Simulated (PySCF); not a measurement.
H$_{3}$Ga, singlet, at a GFN2-xTB geometry (such geometries of metal compounds can be far from the true shape); PBE/def2-SV(P) run with PySCF.

Input for PySCF:
```python
from pyscf import gto, scf, dft

mol = gto.Mole()
mol.atom = '''
    Ga    0.000000   -0.000000    0.000000
    H     0.662182   -0.427565    1.353833
    H    -0.300593    1.511378   -0.282030
    H    -0.361589   -1.083813   -1.071803
'''
mol.basis = 'def2-sv(p)'
mol.charge = 0
mol.spin = 0
mol.verbose = 5
mol.build()

mf = dft.RKS(mol)
mf.xc = 'pbe'
mf.grids.atom_grid = (150, 974)
mf.kernel()
mf.analyze()
```

It wrote (shortened):

```
PySCF version 2.14.0

[INPUT] verbose = 5
[INPUT] max_memory = 4000
[INPUT] num. atoms = 4
[INPUT] num. electrons = 34
[INPUT] charge = 0
[INPUT] spin (= nelec alpha-beta = 2S) = 0
[INPUT] symmetry False subgroup None
[INPUT] Mole.unit = angstrom
[INPUT] Symbol           X                Y                Z      unit          X                Y                Z       unit  Magmom
[...]
[INPUT] ---------------- BASIS SET ----------------
[INPUT] l, kappa, [nprim/nctr], expnt,             c_1 c_2 ...
[INPUT] Ga
[...]
                                13189.496402      0.010938894097
                                3000.9482141      0.054308200127
                                847.38425966      0.18951055983
                                276.00980642      0.38615185918
                                95.216672071      0.30051082719
[...]
                                21.827051433      0.64831322918
                                9.0026963761      0.44358383594
[...]
                                2.6707724878      0.72946861516
                                1.125283417       0.46214976951
[...]
                                275.38062789      0.068456273343
                                87.37507307       0.26922293888
                                31.59725467       0.53507897882
                                11.824122798      0.3527906276
[...]
                                2.519985324       0.56871947608
                                1.0169726306      0.27717694939
[...]
                                18.504656747      0.15099463976
                                6.3179620632      0.37485328545
                                2.1641389426      0.47510606851
[...]
[INPUT] H
[...]
                                1.9622572         0.13796524
                                0.44453796        0.47831935
[...]
nuclear repulsion = 31.9997535911163
number of shells = 18
number of NR pGTOs = 86
number of NR cGTOs = 38
basis = def2-sv(p)
ecp = {}

******** <class 'pyscf.dft.rks.RKS'> ********
method = RKS
initial guess = minao
damping factor = 0
level_shift factor = 0
DIIS = <class 'pyscf.scf.diis.CDIIS'>
diis_start_cycle = 1
diis_space = 8
diis_damp = 0
SCF conv_tol = 1e-09
SCF conv_tol_grad = None
SCF max_cycles = 50
direct_scf = True
direct_scf_tol = 1e-13
XC library pyscf.dft.libxc version 7.1.2
    S. Lehtola, C. Steigemann, M. J. T. Oliveira, and M. A. L. Marques,  SoftwareX 7, 1–5 (2018)
XC functionals = pbe
    J. P. Perdew, K. Burke, and M. Ernzerhof,  Phys. Rev. Lett. 77, 3865 (1996)
    J. P. Perdew, K. Burke, and M. Ernzerhof,  Phys. Rev. Lett. 78, 1396 (1997)
    J. P. Perdew, K. Burke, and M. Ernzerhof,  Phys. Rev. Lett. 77, 3865 (1996)
    J. P. Perdew, K. Burke, and M. Ernzerhof,  Phys. Rev. Lett. 78, 1396 (1997)
radial grids:
    Treutler-Ahlrichs [JCP 102, 346 (1995); DOI:10.1063/1.469408] (M4) radial grids

becke partition: Becke, JCP 88, 2547 (1988); DOI:10.1063/1.454033
pruning grids: <function nwchem_prune>
grids dens level: 3
symmetrized grids: False
atomic radii adjust function: <function treutler_atomic_radii_adjust>
User specified grid scheme (150, 974)
small_rho_cutoff = 0
Set gradient conv threshold to 3.16228e-05
Initial guess from minao.
atom Ga rad-grids = 150, ang-grids = [ 50  50  50  50  50  50  50  50  50  50  50  50  50  50  50  50  50  50
  50  50  50  50  50  50  50  50  50  50  50  50  50  50  50  50  50  50
  50  50  50  50  50  50  50  50  50  50  50  86  86  86  86  86  86  86
  86  86  86  86  86  86  86  86  86  86  86  86  86  86  86  86  86  86
 770 770 770 770 770 770 770 770 770 770 770 770 770 770 770 770 770 770
 974 974 974 974 974 974 974 974 974 974 974 974 974 974 974 974 974 974
 974 974 974 974 974 974 974 974 974 974 974 974 974 974 974 974 974 770
 770 770 770 770 770 770 770 770 770 770 770 770 770 770 770 770 770 770
 770 770 770 770 770 770]
atom H rad-grids = 150, ang-grids = [ 50  50  50  50  50  50  50  50  50  50  50  50  50  50  50  50  50  50
  50  50  50  50  50  50  50  50  50  50  50  50  50  50  50  50  50  50
  50  50  50  50  50  50  50  50  50  50  86  86  86  86  86  86  86  86
  86  86  86 770 770 770 770 770 770 770 770 770 770 770 770 770 770 974
 974 974 974 974 974 974 974 974 974 974 974 974 974 974 974 974 974 974
 974 974 974 974 974 974 974 974 974 974 974 974 974 974 974 974 974 974
 974 974 974 974 770 770 770 770 770 770 770 770 770 770 770 770 770 770
 770 770 770 770 770 770 770 770 770 770 770 770 770 770 770 770 770 770
 770 770 770 770 770 770]
tot_boxes 1859, boxes in each direction [ 9 11 11]
Padding 0 grids
tot grids = 321360
nelec by numeric integration = 33.98918559786725
E1 = -2750.5067229712213  E2 = 793.0901934003547  Ecoul = 868.968336952596  Exc = -75.87814355224134
init E= -1925.41677597975
cond(S) = 99.12647541253295
[...]
  mo_energy =
[-3.70743288e+02 -4.51635422e+01 -4.00163317e+01 -4.00163317e+01
 -4.00160999e+01 -5.17557529e+00 -3.50664090e+00 -3.50664090e+00
 -3.50346884e+00 -6.58829634e-01 -6.58829618e-01 -6.52538756e-01
 -6.48183780e-01 -6.48183775e-01 -4.34368486e-01 -3.06791503e-01
 -3.06791498e-01 -1.01013783e-01  1.22336116e-03  3.97611984e-02
  3.97612260e-02  7.17837847e-02  2.08315726e-01  2.08315739e-01
  2.50881814e-01  3.06864879e-01  3.06864880e-01  4.15183144e-01
  4.15183169e-01  4.24194554e-01  5.52360965e-01  7.24845378e-01
  7.24845772e-01  1.97501075e+00  1.97501076e+00  2.04144879e+00
  2.06898997e+00  2.06899002e+00]
nelec by numeric integration = 34.00000001683784
E1 = -2741.2356043355594  E2 = 783.2191481728148  Ecoul = 858.6819457935238  Exc = -75.462797620709
cycle= 1 E= -1926.01670257163  delta_E= -0.6  |g|= 0.624  |ddm|= 1.73
[...]
  mo_energy =
[-3.71277268e+02 -4.56742086e+01 -4.05377308e+01 -4.05336471e+01
 -4.05336471e+01 -5.48360498e+00 -3.81580148e+00 -3.80147500e+00
 -3.80147499e+00 -9.31420179e-01 -9.26293650e-01 -9.26293647e-01
 -9.17968654e-01 -9.17968649e-01 -4.31035848e-01 -2.70104246e-01
[...]
converged SCF energy = -1926.06196457269
Total Energy =                       -1926.061964572692204
[...]
0 Ga 3dxy       -0.01513  -0.01583   0.01039   0.00192   0.00338
0 Ga 3dyz        0.00878   0.00515   0.02268  -0.00203  -0.00153
0 Ga 3dz^2      -0.01040   0.01203   0.00245   0.01791  -0.00515
0 Ga 3dxz        0.00971  -0.01297  -0.00131   0.00960  -0.01341
0 Ga 3dx2-y2     0.00967  -0.00346  -0.00037   0.01447   0.01461
0 Ga 4dxy        0.41906   0.43835  -0.22837  -0.04215  -0.10019
0 Ga 4dyz       -0.24308  -0.14254  -0.49830   0.04459   0.04540
0 Ga 4dz^2       0.28817  -0.33320  -0.05391  -0.39356   0.15243
0 Ga 4dxz       -0.26891   0.35937   0.02879  -0.21096   0.39690
0 Ga 4dx2-y2    -0.26790   0.09589   0.00802  -0.31797  -0.43236
0 Ga 5dxy        0.45212   0.47293  -0.14417  -0.02661  -0.07815
0 Ga 5dyz       -0.26226  -0.15379  -0.31458   0.02815   0.03541
0 Ga 5dz^2       0.31090  -0.35948  -0.03403  -0.24845   0.11890
0 Ga 5dxz       -0.29012   0.38772   0.01818  -0.13318   0.30960
0 Ga 5dx2-y2    -0.28903   0.10345   0.00506  -0.20073  -0.33725
1 H 1s           0.00000  -0.00000   0.05304  -0.09403   0.02842
1 H 2s           0.00000  -0.00000  -0.27301   0.48397  -0.31769
2 H 1s          -0.00000  -0.00000   0.05491   0.09295   0.02842
2 H 2s          -0.00000  -0.00000  -0.28263  -0.47841  -0.31770
3 H 1s           0.00000   0.00000  -0.10795   0.00108   0.02842
3 H 2s           0.00000   0.00000   0.55562  -0.00555  -0.31771
               #31       #32       #33       #34       #35
0 Ga 1s          0.00051  -0.00000   0.00000   0.00000  -0.00000
0 Ga 2s          0.00095  -0.00000   0.00000   0.00000   0.00000
0 Ga 3s         -0.00920   0.00000  -0.00000  -0.00000   0.00000
0 Ga 4s         -0.22662   0.00000  -0.00000  -0.00000   0.00000
0 Ga 5s          0.06890  -0.00000   0.00000   0.00000   0.00000
0 Ga 2px         0.00000  -0.00041   0.00025   0.00000  -0.00000
0 Ga 2py         0.00000   0.00079   0.00081   0.00000  -0.00000
0 Ga 2pz         0.00000  -0.00071   0.00076  -0.00000   0.00000
0 Ga 3px         0.00000   0.00068  -0.00041   0.00000  -0.00000
0 Ga 3py         0.00000  -0.00131  -0.00134   0.00000  -0.00000
0 Ga 3pz         0.00000   0.00118  -0.00126  -0.00000   0.00000
0 Ga 4px         0.00000  -0.10627   0.06465   0.00000  -0.00000
0 Ga 4py         0.00000   0.20376   0.20956   0.00000   0.00000
0 Ga 4pz         0.00000  -0.18316   0.19562  -0.00000  -0.00000
0 Ga 5px        -0.00000   0.06392  -0.03889  -0.00000   0.00000
0 Ga 5py        -0.00000  -0.12256  -0.12605   0.00000  -0.00000
0 Ga 5pz        -0.00000   0.11017  -0.11767   0.00000   0.00000
0 Ga 3dxy        0.00102  -0.00022  -0.00137  -0.00124  -0.00078
0 Ga 3dyz       -0.00046   0.00033  -0.00297   0.00046   0.00051
0 Ga 3dz^2      -0.00155  -0.00235  -0.00037   0.00065  -0.00085
0 Ga 3dxz       -0.00403  -0.00126   0.00015  -0.00072   0.00081
0 Ga 3dx2-y2     0.00439  -0.00190   0.00001  -0.00010   0.00068
0 Ga 4dxy        0.05729  -0.03380  -0.20643   0.55362   0.34901
0 Ga 4dyz       -0.02595   0.04922  -0.44794  -0.20298  -0.22645
0 Ga 4dz^2      -0.08716  -0.35344  -0.05571  -0.29046   0.37635
0 Ga 4dxz       -0.22695  -0.19051   0.02208   0.32228  -0.36160
0 Ga 4dx2-y2     0.24722  -0.28650   0.00145   0.04385  -0.30392
0 Ga 5dxy        0.07859  -0.03822  -0.23345  -0.51318  -0.32351
0 Ga 5dyz       -0.03560   0.05566  -0.50657   0.18815   0.20991
0 Ga 5dz^2      -0.11956  -0.39970  -0.06300   0.26925  -0.34886
0 Ga 5dxz       -0.31133  -0.21544   0.02497  -0.29874   0.33519
0 Ga 5dx2-y2     0.33913  -0.32399   0.00163  -0.04065   0.28172
1 H 1s           0.13541   0.19780  -0.10637   0.00000   0.00000
1 H 2s          -0.42068  -0.35532   0.19108  -0.00000  -0.00000
2 H 1s           0.13541  -0.19102  -0.11812   0.00000  -0.00000
2 H 2s          -0.42068   0.34314   0.21218  -0.00000   0.00000
3 H 1s           0.13541  -0.00678   0.22449   0.00000  -0.00000
3 H 2s          -0.42068   0.01218  -0.40326  -0.00000   0.00000
               #36       #37       #38
0 Ga 1s          0.00001  -0.00000   0.00000
0 Ga 2s          0.00021   0.00000  -0.00000
0 Ga 3s         -0.00082   0.00000  -0.00000
0 Ga 4s         -0.01938  -0.00000   0.00000
0 Ga 5s          0.07209   0.00000   0.00000
0 Ga 2px         0.00000  -0.00005   0.00003
0 Ga 2py        -0.00000   0.00010   0.00010
0 Ga 2pz         0.00000  -0.00009   0.00010
0 Ga 3px        -0.00000  -0.00004   0.00002
0 Ga 3py        -0.00000   0.00007   0.00007
0 Ga 3pz        -0.00000  -0.00006   0.00007
0 Ga 4px         0.00000   0.00580  -0.00369
0 Ga 4py         0.00000  -0.01150  -0.01134
0 Ga 4pz         0.00000   0.00989  -0.01102
0 Ga 5px        -0.00000  -0.01580   0.01007
0 Ga 5py        -0.00000   0.03134   0.03092
0 Ga 5pz        -0.00000  -0.02697   0.03003
0 Ga 3dxy       -0.00028  -0.00004  -0.00019
0 Ga 3dyz        0.00013   0.00004  -0.00042
0 Ga 3dz^2       0.00043  -0.00033  -0.00005
0 Ga 3dxz        0.00112  -0.00018   0.00002
0 Ga 3dx2-y2    -0.00122  -0.00027   0.00001
0 Ga 4dxy        0.11249   0.05067   0.27353
0 Ga 4dyz       -0.05096  -0.05300   0.59694
0 Ga 4dz^2      -0.17114   0.47148   0.06426
0 Ga 4dxz       -0.44563   0.25268  -0.03465
0 Ga 4dx2-y2     0.48543   0.38088  -0.00988
0 Ga 5dxy       -0.11518  -0.05650  -0.30498
0 Ga 5dyz        0.05218   0.05909  -0.66558
0 Ga 5dz^2       0.17523  -0.52569  -0.07164
0 Ga 5dxz        0.45627  -0.28174   0.03864
0 Ga 5dx2-y2    -0.49702  -0.42467   0.01101
1 H 1s           0.01396  -0.01869   0.01056
1 H 2s          -0.06625   0.09471  -0.05351
2 H 1s           0.01396   0.01849   0.01091
2 H 2s          -0.06625  -0.09370  -0.05527
3 H 1s           0.01396   0.00020  -0.02146
3 H 2s          -0.06625  -0.00101   0.10878
 ** Mulliken pop on meta-lowdin orthogonal AOs  **
 ** Mulliken pop  **
[...]
 ** Mulliken atomic charges  **
charge of    0Ga =      0.17284
charge of    1H =     -0.05761
charge of    2H =     -0.05761
charge of    3H =     -0.05761
Dipole moment(X, Y, Z, Debye): -0.00000, -0.00000, -0.00000
```
